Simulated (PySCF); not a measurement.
Compound: C₇H₆ClN.
SMILES with atom numbers: `[H]/[N:1]=[CH:2]\[c:3]1[cH:4][cH:5][c:6]([Cl:7])[cH:8][cH:9]1` (hydrogens: H10 on N1; H11 on C2; H12 on C4; H13 on C5; H14 on C8; H15 on C9)

Level: CAM-B3LYP/def2-SVPD in PySCF, non-relativistic, on one gas-phase PBE0-D3(BJ)/def2-SVP geometry that isn't relaxed in the solvent. The solvent is an IEF-PCM continuum (cavity from Bondi-type radii × 1.2). The model holds no explicit solvent molecules, cavitation or dispersion.

Gas phase at CAM-B3LYP/def2-SVPD: HOMO -8.52 eV, LUMO -0.80 eV, dipole 1.41 D.

Question: What does the continuum do to the energy, the frontier levels and the dipole at CAM-B3LYP/def2-SVPD in benzene and tetrahydrofuran?

Answer: 
```tsv
solvent	ε	E(solvent) − E(gas) (kcal/mol)	polarisation term (kcal/mol)	distortion of the solute (kcal/mol)	HOMO (eV)	LUMO (eV)	dipole (D)
benzene	2.271	-3.15	-3.40	0.25	-8.44	-0.71	1.59
tetrahydrofuran	7.426	-5.92	-6.83	0.91	-8.40	-0.67	1.73
```

The first energy column is the sum of the next two and covers electrostatics alone. From benzene to tetrahydrofuran the lowering changes by a factor 1.88, Onsager's factor (ε − 1)/(2ε + 1) by 1.77 and ε itself by 3.3.

Question: Which radius a makes the point-dipole formula ΔE = −[(ε − 1)/(2ε + 1)]·μ²/a³ give the value in tetrahydrofuran, with the gas-phase dipole?

Answer: μ = 0.556 au and |ΔE| = 0.00943 Eh give a = 1.25 Å; the farthest nucleus lies 3.78 Å from the centroid of the nuclei, so such a sphere wouldn't even hold the nuclei. The formula assumes a rigid point dipole at the centre of a sphere.

Question: How does the static polarisability (CAM-B3LYP/def2-SVPD, frozen core, with the continuum's full static response) change?

Answer: 
```csv
medium,isotropic (au),principal values (au),⟨r²⟩ of the electrons (bohr²)
gas,105.5,"58.8, 101.4, 156.3",1704.8
benzene,123.0,"66.6, 119.4, 182.9",1705.9
tetrahydrofuran,140.1,"76.4, 137.9, 205.9",1706.8
```

The isotropic value in tetrahydrofuran is 1.33 times the gas-phase one; no cavity-field correction is applied. ⟨r²⟩ is taken about the centre of nuclear charge.

Shape of the structure used: `[H]/[N:1]=[CH:2]\[c:3]1[cH:4][cH:5][c:6]([Cl:7])[cH:8][cH:9]1`: N1–C2–C3–C4 0°.
